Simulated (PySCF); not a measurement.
PySCF input (M06-2X/LANL2DZ):

```python
from pyscf import gto, dft

mol = gto.M(
    atom='''
    Rb   -0.00000000   -0.00000000   -2.26731938
    I     0.00000000    0.00000000    1.58284561
    ''',
    basis='lanl2dz',
    ecp='lanl2dz',
    charge=1,
    spin=1,
    symmetry='C2v',
    verbose=4,
)

mf = dft.UKS(mol, xc='m062x')
mf.grids.level = 4
mf.conv_tol = 1e-9
mf.max_cycle = 100
mf.max_memory = 1500
mf.kernel()
if not mf.converged:
    mf = mf.newton()
    mf.kernel(mf.make_rdm1())
mf.dip_moment()
```

From the last part of the output:

```
alpha HOMO (B1) = -0.477829457113813  LUMO (A1) = -0.181873898992538
beta  HOMO (B1) = -0.466225278884801  LUMO (B2) = -0.325618812935632
  HOMO = -0.466225278885  LUMO = -0.325618812936  gap/eV = 3.82610
cycle= 3 E= -34.9525120913834  delta_E= -0.00766  |g|= 0.00598  |ddm|= 0.18
alpha HOMO (B1) = -0.472823014170734  LUMO (A1) = -0.184349423164683
beta  HOMO (B1) = -0.459786200976254  LUMO (B2) = -0.319718733710774
  HOMO = -0.459786200976  LUMO = -0.319718733711  gap/eV = 3.81143
cycle= 4 E= -34.9525921945438  delta_E= -8.01e-05  |g|= 0.000656  |ddm|= 0.0177
alpha HOMO (B1) = -0.473118564692673  LUMO (A1) = -0.184317160291971
beta  HOMO (B1) = -0.4598802415103  LUMO (B2) = -0.319987559812897
  HOMO = -0.45988024151  LUMO = -0.319987559813  gap/eV = 3.80667
cycle= 5 E= -34.9525935264529  delta_E= -1.33e-06  |g|= 5.94e-05  |ddm|= 0.00225
alpha HOMO (B1) = -0.473099507335702  LUMO (A1) = -0.184331194178312
beta  HOMO (B1) = -0.459829868496903  LUMO (B2) = -0.319956315127911
  HOMO = -0.459829868497  LUMO = -0.319956315128  gap/eV = 3.80615
cycle= 6 E= -34.9525935337468  delta_E= -7.29e-09  |g|= 6.07e-06  |ddm|= 0.000188
alpha HOMO (B1) = -0.473098943210182  LUMO (A1) = -0.184330796171951
beta  HOMO (B1) = -0.459825524003257  LUMO (B2) = -0.319955333828666
  HOMO = -0.459825524003  LUMO = -0.319955333829  gap/eV = 3.80606
cycle= 7 E= -34.9525935338206  delta_E= -7.37e-11  |g|= 6.36e-07  |ddm|= 2.16e-05
alpha HOMO (B1) = -0.473099138517385  LUMO (A1) = -0.184330640887138
beta  HOMO (B1) = -0.45982552569902  LUMO (B2) = -0.319955424858061
  HOMO = -0.459825525699  LUMO = -0.319955424858  gap/eV = 3.80606
Extra cycle  E= -34.9525935338214  delta_E= -8.6e-13  |g|= 1.75e-07  |ddm|= 1.77e-06
converged SCF energy = -34.9525935338214  <S^2> = 0.75045733  2S+1 = 2.0004573

WARN: System has nonzero charge 1; the dipole moment is origin-dependent.
Location of origin: [0. 0. 0.]

Dipole moment(X, Y, Z, Debye):  0.00000,  0.00000, -10.37157
```

The dipole moment of an ion depends on the origin.
